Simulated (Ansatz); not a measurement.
System: diindium oxide, In$_{2}$O (charge 0, singlet). 
Geometry from a B3LYP-D3(BJ)/def2-TZVP (Ansatz, a first-principles code) optimisation:
```xyz
3

In     0.0000     0.0000    -2.0164
O      0.0000     0.0000     0.0000
In     0.0000     0.0000     2.0164
```
Charge 0, spin multiplicity 1.

CCSD(T) with Ansatz in growing basis sets, 12 correlated electrons. Correlated levels leave the core frozen unless marked. Open shells are spin-unrestricted. Spin-orbit coupling is left out. The frozen core is the preceding noble-gas configuration, with the filled d and f shells of earlier blocks. Past Kr the def2 sets carry scalar-relativistic core potentials. Costs are ratios of core time to the smallest set, on shared machines of one kind, and rough; they hold the program's checks for lower states.

| basis | functions | cost over smallest | E(corr) (Eh) | electronic atomisation energy (kcal/mol) |
|---|---|---|---|---|
| def2-SVPD | 87 | 1× | -0.3172 | 174.0 |
| def2-TZVPPD | 152 | 4× | -0.3703 | 180.4 |
| def2-QZVPPD | 242 | 10× | ? | ? |

Task: What does the step to def2-QZVPPD buy, and how does its cost grow by formal scaling?

Result: Formally CCSD grows as o²v⁴ and (T) as o³v⁴; with o = 6 and v going from 127 to 217 both grow 9-fold in the last step, while integrals and the mean field grow more slowly. That step adds 20.8 mEh of correlation energy and 4.1 kcal/mol to the atomisation energy. Row: E(corr) (Eh) -0.3911, electronic atomisation energy (kcal/mol) 184.6.
